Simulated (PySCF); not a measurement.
Ge(AsH2)(F)3 (AsF3GeH2), SMILES [AsH2][Ge]([F])([F])[F].

The structure is a stationary point at B3LYP-D3(BJ)/def2-SVP. This is a generated structure with no PubChem entry under its InChIKey; it may be hypothetical.

Two levels are set side by side: PBE/def2-TZVP (PySCF) and r2SCAN/def2-TZVP (PySCF). Same geometry, gas phase. Differences are taken from unrounded values.

| quantity | r2SCAN |
|---|---|
| orbital gap (eV) | 5.90 |
| highest occupied level (eV) | -8.16 |
| lowest empty level (eV) | -2.26 |
| dipole moment (D) | 3.70 |
| mean polarisability (bohr³) | 57.7 |

Question: What does PBE give, and how far is it from r2SCAN? (The exact figures need the calculation; the answer reports its results.)

Answer: 
| quantity | PBE | PBE minus r2SCAN |
|---|---|---|
| orbital gap (eV) | 5.36 | -0.54 |
| highest occupied level (eV) | -7.84 | 0.32 |
| lowest empty level (eV) | -2.49 | -0.22 |
| dipole moment (D) | 3.66 | -0.04 |
| mean polarisability (bohr³) | 59.4 | 1.7 |

Rough cost on one machine, each run with all the roots and properties that it gave: r2SCAN against PBE about 3 times.
